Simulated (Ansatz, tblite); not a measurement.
Forces on the cluster Te₅Pb₆ at its PBE-D4/def2-SVP geometry. Total charge 0; singlet.

In the def2 sets Pb, Te take a core potential; there is no spin–orbit coupling. The xTB rows come from tblite. Another isomer (singlet) lies 0.05 eV lower at PBE0-D4/def2-SVP; other spin states weren't run for this one.

GFN1-xTB (tblite), largest force 1.63 eV/Å:

```xyz
11
positions Å, forces eV/Å
Pb    0.957   -0.503   -3.480   -0.200    0.080    0.755
Pb    2.318    1.259   -1.247   -0.544   -0.623   -0.033
Pb    0.318   -2.794    1.003   -0.192    0.731   -0.510
Pb    0.504    0.308    3.193   -0.113   -0.134   -0.940
Pb   -1.903    2.210    0.888    0.406   -0.597   -0.418
Pb   -2.213   -0.879   -1.541    0.796    0.237    0.610
Te    2.407   -0.708    1.027   -1.024    0.414    0.154
Te   -0.045   -2.913   -1.975   -0.230    1.027    0.519
Te   -2.059   -0.841    1.599    1.288    0.441   -0.888
Te   -0.614    1.738   -1.933   -0.014   -0.988    0.910
Te    0.330    3.122    2.466   -0.172   -0.588   -0.158
```

GFN2-xTB (tblite), largest force 1.24 eV/Å:

```
Pb -0.170 0.198 1.069
Pb -0.822 -0.850 -0.288
Pb 0.116 0.976 -0.619
Pb -0.056 0.499 -1.045
Pb 0.985 -0.349 0.229
Pb 1.035 0.066 0.430
Te -0.775 0.199 0.242
Te -0.345 0.778 0.323
Te 0.439 0.071 -0.508
Te 0.215 -0.553 0.463
Te -0.621 -1.034 -0.297
```

PBE-D4/def2-SVP (Ansatz), largest force 0.02 eV/Å:

```
Pb 0.000 -0.001 0.002
Pb -0.005 0.004 -0.001
Pb 0.004 0.002 -0.001
Pb -0.008 -0.004 -0.002
Pb 0.016 0.004 0.001
Pb 0.001 -0.005 0.002
Te 0.000 -0.001 0.003
Te 0.000 0.002 0.000
Te -0.001 0.002 0.000
Te -0.004 0.000 -0.002
Te -0.002 -0.003 -0.001
```
